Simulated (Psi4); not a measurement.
AgI (SMILES [Ag][I]), singlet, geometry from GFN2-xTB (such geometries of metal compounds can be far from the true shape) (core potentials on Ag, I); BHHLYP/def2-TZVP (Psi4).

The Psi4 input:
```
memory 2 GB

molecule mol {
0 1
Ag   -0.000000   -0.000000   -1.361175
I     0.000000    0.000000    1.207080
}

set {
  basis def2-tzvp
  reference rks
  scf_type pk
  puream true
  d_convergence 1e-8
  dft_radial_points 99
  dft_spherical_points 590
}

energy('bhhlyp')
print_variables()
```

What does Psi4 print? Leave out banner, timings and long lists.


```
   => Loading Basis Set <=

    Name: DEF2-TZVP
    Role: ORBITAL
    Keyword: BASIS

    !!!  WARNING: ECP capability is in beta. Please check occupations closely.  !!!

         ---------------------------------------------------------
                                   SCF
               by Justin Turney, Rob Parrish, Andy Simmonett
                          and Daniel G. A. Smith
                              RKS Reference
         ---------------------------------------------------------

  ==> Geometry <==

    Molecular point group: c2v
    Full point group: C_inf_v

    Geometry (in Angstrom), charge = 0, multiplicity = 1:

       Center              X                  Y                   Z               Mass
    ------------   -----------------  -----------------  -----------------  -----------------
         AG           0.000000000000     0.000000000000    -1.393967978044   106.905091600000
         I            0.000000000000     0.000000000000     1.174287021956   126.904471900000

  Running in c2v symmetry.

  Rotational constants: A = ************  B =      0.04405  C =      0.04405 [cm^-1]
  Rotational constants: A = ************  B =   1320.46797  C =   1320.46797 [MHz]
  Nuclear repulsion =   97.871580146149824

  Charge       = 0
  Multiplicity = 1
  Electrons    = 44
  Nalpha       = 22
  Nbeta        = 22

  ==> Algorithm <==

  SCF Algorithm Type is PK.
  DIIS enabled.
  MOM disabled.
  Fractional occupation disabled.
  Guess Type is SAD.
  Energy threshold   = 1.00e-06
  Density threshold  = 1.00e-08
  Integral threshold = 1.00e-12

  ==> Primary Basis <==

  Basis Set: DEF2-TZVP
    Blend: DEF2-TZVP
    Number of shells: 30
    Number of basis functions: 90
    Number of Cartesian functions: 105
    Spherical Harmonics?: true
    Max angular momentum: 3

  Core potential: DEF2-TZVP
    Number of shells: 8
    Number of ECP primitives: 43
    Number of ECP core electrons: 56
    Max angular momentum: 3

  ==> DFT Potential <==

   => LibXC <=

    Version 7.1.2
    S. Lehtola, C. Steigemann, M. J. T. Oliveira, and M. A. L. Marques,  SoftwareX 7, 1–5 (2018) (10.1016/j.softx.2017.11.002)

   => Composite Functional: BHANDHLYP <=

    BHandHLYP Hyb-GGA Exchange-Correlation Functional

    A. D. Becke,  J. Chem. Phys. 98, 1372 (1993) (10.1063/1.464304)
    Defined through Gaussian implementation.

    Deriv               =              1
    GGA                 =           TRUE
    Meta                =          FALSE

[...]
   @RKS iter   9:  -444.60356771723173   -3.24422e-07   3.40058e-06 DIIS
   @RKS iter  10:  -444.60356776397958   -4.67479e-08   7.33333e-07 DIIS
   @RKS iter  11:  -444.60356776699223   -3.01264e-09   1.48575e-07 DIIS
   @RKS iter  12:  -444.60356776705760   -6.53699e-11   2.42346e-08 DIIS
   @RKS iter  13:  -444.60356776705908   -1.47793e-12   1.88205e-09 DIIS
  Energy and wave function converged.

  ==> Post-Iterations <==

   Electrons on quadrature grid:
      Ntotal   =   43.9999997494 ; deviation = -2.506e-07

    Orbital Energies [Eh]
    ---------------------

    Doubly Occupied:

[...]
       5B2    -0.280444

    Virtual:

[...]
    Final Occupation by Irrep:
             A1    A2    B1    B2
    DOCC [    10,    2,    5,    5 ]
    NA   [    10,    2,    5,    5 ]
    NB   [    10,    2,    5,    5 ]

  @RKS Final Energy:  -444.60356776705908

   => Energetics <=

    Nuclear Repulsion Energy =             97.8715801461498245
    One-Electron Energy =                -975.3819189670227843
    Two-Electron Energy =                 451.9491355011971336
    DFT Exchange-Correlation Energy =     -19.0423644473833100
    Empirical Dispersion Energy =           0.0000000000000000
    VV10 Nonlocal Energy =                  0.0000000000000000
    Total Energy =                       -444.6035677670590758

Computation Completed

Properties will be evaluated at   0.000000,   0.000000,   0.000000 [a0]

Properties computed using the SCF density matrix

 Multipole Moments:

 ------------------------------------------------------------------------------------
     Multipole            Electronic (a.u.)      Nuclear  (a.u.)        Total (a.u.)
 ------------------------------------------------------------------------------------

 L = 1.  Multiply by 2.5417464519 to convert [e a0] to [Debye]
 Dipole X            :          0.0000000            0.0000000            0.0000000
 Dipole Y            :          0.0000000            0.0000000            0.0000000
 Dipole Z            :         -7.6079186            5.4268852           -2.1810334
 Magnitude           :                                                    2.1810334

 ------------------------------------------------------------------------------------

  Variable Map:
  ----------------------------------------------------------------------------
[...]
  Array Variable Map:
  ----------------------------------------------------------------------------
[...]
[...]
```
